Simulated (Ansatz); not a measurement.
Reaction (redistribution): `BS` + `C[O][In]([F])[Cl]` → `COBS` + `[F][InH][Cl]`

Isolated molecules relaxed with PBE0-D4/def2-TZVP in Ansatz; ΔE leaves out vibrations. CBS: MP2 limit from def2 TZ/QZ plus the TZ coupled-cluster correction, frozen cores. This one scheme is used for every species. DFT in def2-TZVPP. B3LYP here is the variant with VWN-RPA as its local correlation; programs differ in this. HSE06 is defined as in plane-wave codes. Elements past krypton have def2 core potentials. For In outer-core shells are correlated without core-valence functions, which leaves a few kJ/mol of doubt a bond. Each species was taken in one conformer, which may not be the lowest.

(1) Is it downhill or uphill in electronic energy at CCSD(T)/CBS, and by how much? (Best estimate.)

(2) What do these levels give: B3LYP, HSE06, RPA@PBE/def2-TZVPP, MP2/def2-SVP, CCSD(T)/def2-SVP, SCS-MP2/def2-QZVPP? (An estimate is asked.)

(3) What do rigid-rotor, harmonic-oscillator terms from PBE0-D4/def2-TZVP frequencies (298.15 K, 1 bar) make of the CCSD(T)/CBS value? (An estimate is asked.)

Largest T1 diagnostic among the species: 0.016.

Answers

(1) Computed: Downhill: ΔE = -1.20 eV.

(2) Computed: B3LYP -1.30, HSE06 -1.34, RPA@PBE/def2-TZVPP -1.18, MP2/def2-SVP -1.31, CCSD(T)/def2-SVP -1.34, SCS-MP2/def2-QZVPP -1.19 eV.

(3) The calculation gave: ΔZPE = 0.00 eV, ΔH = -1.22 eV, ΔS = -19 J/(mol·K), ΔG = -1.16 eV. Modes under 50 cm⁻¹ make the entropy rough.

At CCSD(T), def2-SVP lies −0.14 eV from the extrapolated value and def2-TZVPP −0.04 eV. In def2-TZVPP, CCSD(T) changes the Hartree–Fock value by +0.11 eV (the triples alone add +0.03 eV) and MP2 by +0.12 eV.
